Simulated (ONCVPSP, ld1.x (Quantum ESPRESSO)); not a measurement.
## Hardness and transferability of assorted potentials

Generated with ld1.x 7.5 (TM, RRKJ, ultrasoft, PAW), atompaw 4.2 or ONCVPSP 4.0.1. The cutoff is in Ry: for ld1.x and atompaw files where the sum of valence levels is converged to 10 mRy in a Bessel basis, for ONCV files where the hardest occupied wave has 1 mHa per electron of residual kinetic energy. The error is the largest all-electron minus pseudo excitation energy over each file’s own four to seven test configurations (ionisations up to +4, promotions, holes and added fractions of an electron), all of which were solved. The labels leave out finer settings (local radius, basis sizes, second energies), which also bear on the numbers. Spin-polarised tests are not counted. The rows are a selection from randomly drawn settings: files with unsolved tests, undetermined cutoffs or missed reference levels are left out.

A true bound ghost makes a file unfit for plane-wave use even where its test errors are small: the radial tests pick states by their node count and pass the ghost by.

| element | potential | cutoff (Ry) | largest error (meV) | bound ghosts |
| --- | --- | --- | --- | --- |
| F | ONCV, PBE, non-relativistic, rc 0.75/0.90/0.75 (spd), local smoothed, core correction yes, reference 2s1.75 2p5.25, qcut 8.8/8.9/15, projectors 2/1/1 | 406 | +955 | none |
| P | ONCV, LDA (Perdew-Wang 92), fully relativistic, rc 0.95/0.90/0.95 (spd), local smoothed, core correction no, reference 2s2 2p6 3s2 3p2.75, qcut 14.7/17/9.2, projectors 2/2/2 | 217 | +4.0 | none |
| Ce | ONCV, PBE, scalar-relativistic, rc 2.10/2.50/3.05/1.35 (spdf), local smoothed, core correction no, reference 4f1 5s2 5p6 5d1 6s2, qcut 4.9/5.5/4.5/10.3, projectors 2/2/3/2 | 104 | +10 | s |
| Lu | PAW, Wu–Cohen, scalar-relativistic, rc 1.65/2.15/3.20/0.95 (spdf), local smoothed, core correction yes, reference 4f14 5s2 5p6 5d1 6s2 6p0 | 260 | -25 | none |
| Hf | ONCV, PBE, scalar-relativistic, rc 2.28/2.46/3.18 (spd), local smoothed, core correction yes, reference 5s2 5p6 5d2 6s1 6p1, qcut 7/5.7/6.2, projectors 3/2/1 | 29 | -14 | none |
| Pt | ONCV, PBE, scalar-relativistic, rc 1.55/1.60/1.45 (spd), local smoothed, core correction no, reference 5s2 5p6 5d9 6p1, qcut 8.6/7.7/6.5, projectors 2/2/2 | 52 | -3.8 | none |

**Question.** Fill in the row for In: TM, PBEsol, scalar-relativistic, rc 1.85/2.10/1.60 (spd), local s, core correction yes, reference 4d10 5s2 5p0.75.

**Answer.** cutoff 80 Ry, largest error -276 meV, bound ghosts: none.

**Question.** Fill in the row for Pt: ONCV, PBEsol, scalar-relativistic, rc 1.50/1.70/1.55/0.50 (spdf), local smoothed, core correction no, reference 4f13 5s2 5p6 5d10 6s1, qcut 6/9.7/7.1/22.2, projectors 3/1/1/2.

**Answer.** cutoff 2127 Ry, largest error -735 meV, bound ghosts: s, p, d.
